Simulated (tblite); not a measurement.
Parent: `[CH2:1]=[CH:2][CH2:3][C@@H:4]([C:5]#[N:6])[O:7][SiH3:8]` with C1–C2–C3–C4 -116°, C2–C3–C4–C5 170°, C3–C4–O7–Si8 153°, C5H9NOSi.

Structures optimised with GFN2-xTB, isolated species. One conformer each, not checked by frequencies here.

| coordinate of the parent | value |
| --- | --- |
| C1=C2 | 1.319 Å |
| C2–C3 | 1.496 Å |
| C3–C4 | 1.543 Å |
| C4–C5 | 1.453 Å |
| C5≡N6 | 1.143 Å |
| C4–O7 | 1.397 Å |
| O7–Si8 | 1.625 Å |
| C1–C2–C3 | 124.0° |
| C2–C3–C4 | 110.2° |
| C3–C4–C5 | 109.5° |
| C3–C4–O7 | 109.7° |
| C5–C4–O7 | 110.5° |
| C4–C5–N6 | 179.1° |
| C4–O7–Si8 | 129.3° |

How does the shared frame change in `[CH2:1]=[CH:2][SiH2:3][CH2:4][C@@H:5]([C:6]#[N:7])[O:8][SiH3:9]` with C1–C2–Si3–C4 140°, C2–Si3–C4–C5 79°, Si3–C4–C5–C6 -70°, C4–C5–O8–Si9 78°, C5H11NOSi2? Atoms pair as C3 = C4, C4 = C5, C5 = C6, N6 = N7, O7 = O8, Si8 = Si9 (parent first).

```
   parent   relative  value in the relative  change
    C3–C4      C4–C5                1.530 Å  -0.013
    C4–C5      C5–C6                1.453 Å   0.000
    C5≡N6      C6≡N7                1.143 Å   0.000
    C4–O7      C5–O8                1.399 Å  +0.002
   O7–Si8     O8–Si9                1.622 Å  -0.003
 C3–C4–C5   C4–C5–C6                 110.3°    +0.8
 C3–C4–O7   C4–C5–O8                 112.2°    +2.5
 C5–C4–O7   C6–C5–O8                 108.4°    -2.1
 C4–C5–N6   C5–C6–N7                 179.6°    +0.5
C4–O7–Si8  C5–O8–Si9                 128.8°    -0.5
```

Of the parent's bonds, C3–C4 changes most (-0.013 Å). Bonds of the relative outside the shared frame: C1=C2 1.325, C2–Si3 1.882, Si3–C4 1.916 Å. Point group C1 → C1.

How does the shared frame change in `[CH2:1]=[CH:2][SiH2:3][C@@H:4]([C:5]#[N:6])[O:7][SiH3:8]` with C1–C2–Si3–C4 -14°, C2–Si3–C4–C5 60°, Si3–C4–O7–Si8 172°, C4H9NOSi2? Atoms pair as C4 = C4, C5 = C5, N6 = N6, O7 = O7, Si8 = Si8 (parent first).

```tsv
parent	relative	value in the relative	change
C4–C5	C4–C5	1.431 Å	-0.022
C5≡N6	C5≡N6	1.146 Å	+0.003
C4–O7	C4–O7	1.414 Å	+0.017
O7–Si8	O7–Si8	1.627 Å	+0.002
C5–C4–O7	C5–C4–O7	112.2°	+1.7
C4–C5–N6	C4–C5–N6	178.4°	-0.7
C4–O7–Si8	C4–O7–Si8	128.8°	-0.5
```

Of the parent's bonds, C4–C5 changes most (-0.022 Å). Bonds of the relative outside the shared frame: C1=C2 1.326, C2–Si3 1.882, Si3–C4 1.931 Å. Point group C1 → C1.

How does the shared frame change in `[CH2:1]=[CH:2][CH2:3][C@@:4]([C:5]#[N:6])([O:7][CH3:8])[O:9][SiH3:10]` with C1–C2–C3–C4 -122°, C2–C3–C4–C5 176°, C3–C4–O7–C8 178°, C3–C4–O9–Si10 64°, C6H11NO2Si? Atoms pair as C1 = C1, C2 = C2, C3 = C3, C4 = C4, C5 = C5, N6 = N6, O7 = O9, Si8 = Si10 (parent first).

```
   parent    relative  value in the relative  change
    C1=C2       C1=C2                1.319 Å   0.000
    C2–C3       C2–C3                1.495 Å  -0.001
    C3–C4       C3–C4                1.546 Å  +0.003
    C4–C5       C4–C5                1.470 Å  +0.017
    C5≡N6       C5≡N6                1.143 Å   0.000
    C4–O7       C4–O9                1.389 Å  -0.008
   O7–Si8     O9–Si10                1.625 Å   0.000
 C1–C2–C3    C1–C2–C3                 124.3°    +0.3
 C2–C3–C4    C2–C3–C4                 110.0°    -0.2
 C3–C4–C5    C3–C4–C5                 107.6°    -1.9
 C3–C4–O7    C3–C4–O9                 112.2°    +2.5
 C5–C4–O7    C5–C4–O9                 109.7°    -0.8
 C4–C5–N6    C4–C5–N6                 179.8°    +0.7
C4–O7–Si8  C4–O9–Si10                 131.9°    +2.6
```

Of the parent's bonds, C4–C5 changes most (+0.017 Å). Bonds of the relative outside the shared frame: C4–O7 1.401, O7–C8 1.416 Å. Point group C1 → C1.

The numbers are calculated, not measured.
